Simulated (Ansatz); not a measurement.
Conformers of GeH6O2Si (`O[SiH2][GeH2][OH]`), each relaxed with PBE0-D4/def2-TZVP in Ansatz. CBS adds the triple-zeta coupled-cluster correction to the MP2 limit.

Outer-core shells of Ge are correlated without core-valence functions. Scalar relativity is left out up to krypton. Spin–orbit coupling is left out.

Not all of them had a frequency check.

Conformer A:

Z-matrix (Å, degrees):
```
Si
Ge 1 2.389
O 1 1.659 2 100.6
H 1 1.490 2 112.7 3 -118.3
H 1 1.491 2 113.6 3 119.4
O 2 1.790 1 104.8 3 28.3
H 2 1.537 1 115.1 3 144.0
H 2 1.544 1 112.7 3 -90.3
H 3 0.958 1 118.4 2 -175.1
H 6 0.962 2 110.2 1 -27.9
```

Conformer B:

Cartesian coordinates in Å:
```
O -2.011 -1.390 0.108
Si -0.364 -1.249 0.116
Ge 0.311 1.006 -0.302
O 2.057 1.034 0.103
H -2.499 -0.948 0.804
H 0.120 -2.142 -0.963
H 0.219 -1.677 1.418
H 0.127 1.466 -1.767
H -0.432 2.029 0.595
H 2.472 1.872 -0.112
```

Problem. Which is lowest in electronic energy at CCSD(T)/CBS (frozen core, def2 sets), and by how much? (Estimate.)

Solution. Computed: A; B lies 1.7 kJ/mol higher. Gaps under about 2 kJ/mol don't settle the order.

Problem. Give the energies relative to A (kJ/mol) with PBE-D4/def2-TZVPP, B2PLYP/def2-TZVPP, PBE/def2-TZVPP, SCS-MP2/def2-TZVPP, SCS-MP2/def2-QZVPP, MP2/CBS(def2), CCSD/CBS(def2). (Best estimate.)

Solution. Computed: 
```json
{"level": "PBE-D4/def2-TZVPP", "B": "2.4"}
{"level": "B2PLYP/def2-TZVPP", "B": "1.0"}
{"level": "PBE/def2-TZVPP", "B": "1.6"}
{"level": "SCS-MP2/def2-TZVPP", "B": "1.4"}
{"level": "SCS-MP2/def2-QZVPP", "B": "1.0"}
{"level": "MP2/CBS(def2)", "B": "1.7"}
{"level": "CCSD/CBS(def2)", "B": "1.1"}
```
